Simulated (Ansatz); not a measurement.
`ClBBr` + H• → `Cl[B]Br`• + H₂ at 298.15 K and 1 bar (hydrogen abstraction from a B–H bond).

Program: Ansatz. Geometries: PBE0-D4/def2-TZVP. ΔE: electronic, gas phase. CCSD(T)/CBS is the MP2 limit (def2-TZVPP, def2-QZVPP) plus CCSD(T) − MP2 in def2-TZVPP, frozen cores. This one scheme is used for every species, atoms too. No spin–orbit coupling; open shells (•) take unrestricted orbitals. Bonds to Br are less sure, by a few kJ/mol each and by 10 to 20 or more in all where they break to atoms, as the def2 sets lack core-valence functions. Scalar relativity is left out up to krypton.

```csv
species,CCSD(T)/CBS energy (Eh),H − E (kJ/mol),S (J/(mol·K))
`ClBBr`,-3058.55678,49.7,285.3
H•,-0.50000,6.2,114.7
`Cl[B]Br`•,-3057.88194,22.6,287.6
H₂,-1.17544,35.1,130.4
```

H − E and S are ideal-gas, rigid-rotor, harmonic terms from PBE0-D4/def2-TZVP, with the whole ground term of open shells counted as degenerate. The MP2-based limit puts H₂ 0.8 mEh under its directly extrapolated value; such offsets cancel only in part. 1 Eh = 2625.50 kJ/mol, R = 8.31446 J/(mol·K).

Problem. By hand: ΔE, ΔH, ΔS and ΔG.

Solution. ΔE = (-3057.88194) + (-1.17544) − (-3058.55678) − (-0.50000) = -0.00060 Eh = -1.6 kJ/mol. Δ(H − E) = 22.6 + 35.1 − 49.7 − 6.2 = 1.8, so ΔH = 0.2 kJ/mol. ΔS = 287.6 + 130.4 − 285.3 − 114.7 = 18.0 J/(mol·K). ΔG = 0.2 − 298.15 × (18.0)/1000 = -5.2 kJ/mol.

Problem. By hand: the equilibrium constant, and the temperature at which ΔG would vanish if ΔH and ΔS stayed fixed.

Solution. log₁₀ K = −ΔG/(RT ln 10) = 0.9. ΔG = 0 at ΔH/ΔS = 11 K, though so small a ΔH makes that figure unsure.

TΔS isn't small against ΔH here. The sign of ΔG lies within the doubt. A doubt of 5 kJ/mol in ΔE shifts log₁₀ K by 0.9 here. These are equilibria of isolated gas molecules and say nothing of rates. Largest T1 diagnostic: 0.013 (customary marks: 0.02 for closed shells, 0.045 for open ones).
